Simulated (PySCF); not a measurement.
A structure optimised at PBE-D3(BJ)/def2-SVP, used in a PySCF frequency run:

```
C
H 1 1.1062
H 1 1.1064 2 110.22
H 1 1.1090 2 109.28 3 -119.65
S 1 1.8363 2 111.32 4 -116.75
Te 5 2.4035 1 104.93 2 -54.36
O 6 2.0376 5 104.16 1 -87.36
H 7 0.9790 6 104.75 5 87.21
```
Charge 0, spin multiplicity 1.

Write its SMILES and formula.

CS[Te]O, CH₄OSTe

What are its rotational constants (standard atomic weights)?

5.7377, 1.6696, 1.5098 GHz
